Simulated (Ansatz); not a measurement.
Ideal-gas functions of `FC[B](Cl)[GaH2]` at 600 K and 1 bar, from an Ansatz frequency run at PBE0-D4/def2-TZVP.

Molar mass 151.03 g/mol, point group Cs (symmetry number 1), electronic degeneracy 1, moments of inertia 209.898, 305.49, 504.963 u Å². Harmonic wavenumbers (cm⁻¹, unscaled): 60, 108, 160, 172, 232, 374, 403, 425, 578, 749, 750, 924, 995, 1094, 1234, 1333, 1423, 1956, 1957, 3024, 3069.

Use S(trans) = R[1.5 ln M + 2.5 ln T − 1.1517]; rotational temperatures θ = 24.2544 K / I; S(rot) = R[ln(√π/σ · √(T³/θAθBθC)) + 1.5]; for each mode x = 1.438777 ν̃/T, S = R[x/(eˣ − 1) − ln(1 − e⁻ˣ)] and H = RT x/(eˣ − 1); 1 cm⁻¹ = 0.0119627 kJ/mol; R = 8.31446 J/(mol·K).

Task: By hand: the entropy, in J/(mol·K).

Result: Translation 186.0. Rotation: θ = 0.1156, 0.0794, 0.048 K, giving 129.1. Vibration, mode by mode: 24.44, 19.57, 16.33, 15.74, 13.30, 9.49, 8.91, 8.51, 6.24, 4.48, 4.47, 3.22, 2.81, 2.33, 1.79, 1.48, 1.25, 0.44, 0.44, 0.05, 0.04, in all 145.3. Electronic 0.0. Sum 460.4 J/(mol·K).

Task: By hand: H − E and G − E in kJ/mol, counted from the electronic energy.

Result: Zero-point energy ½ × 21020 × 0.0119627 = 125.7; thermal vibration 41.8; translation, rotation and pV give 4 RT = 20.0. H − E = 187.5 kJ/mol, and G − E = 187.5 − 600 × 460.4/1000 = -88.7 kJ/mol.

Vibration gives 32 % of the entropy, 44.0 J/(mol·K) of it from the modes under 150 cm⁻¹: soft modes count most, and the harmonic formula is weakest for them. The sum counts one conformer and one mirror image; others add a mixing term.
